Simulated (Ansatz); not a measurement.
Consider the formal exchange of groups at the Si–Si bond: `O[SiH](Cl)[SiH2]F` + GeH₄ → `O[SiH](Cl)[GeH3]` + `F[SiH3]`.

Calculated with Ansatz (gas phase, PBE0-D4/def2-TZVP geometries, no zero-point term in ΔE). CCSD(T)/CBS adds triple-zeta CCSD(T) − MP2 to the extrapolated MP2 energy (def2 sets, frozen cores). This one scheme is used for every species. Functionals use def2-TZVPP. B3LYP here is the variant with VWN-RPA as its local correlation; programs differ in this. For Ge outer-core shells are correlated without core-valence functions, which leaves a few kJ/mol of doubt a bond. Scalar relativity is left out up to krypton. Each species was taken in one conformer, which may not be the lowest.

| level | ΔE (eV) |
| --- | --- |
| PBE | -0.21 |
| r2SCAN | -0.24 |
| PBE0 | -0.23 |
| B3LYP | -0.25 |
| HF/def2-TZVPP | -0.26 |
| CCSD(T)/def2-TZVPP | -0.28 |
| MP2/CBS(def2) | -0.33 |
| CCSD/CBS(def2) | -0.29 |

Question: What does CCSD(T)/CBS give? (An estimate is asked.)

Answer: Ansatz gave: -0.29 eV. The listed levels differ from it by 0.08, 0.05, 0.06, 0.04, 0.03, 0.01, -0.04, 0.00 eV.

Largest T1 diagnostic among the species: 0.012.
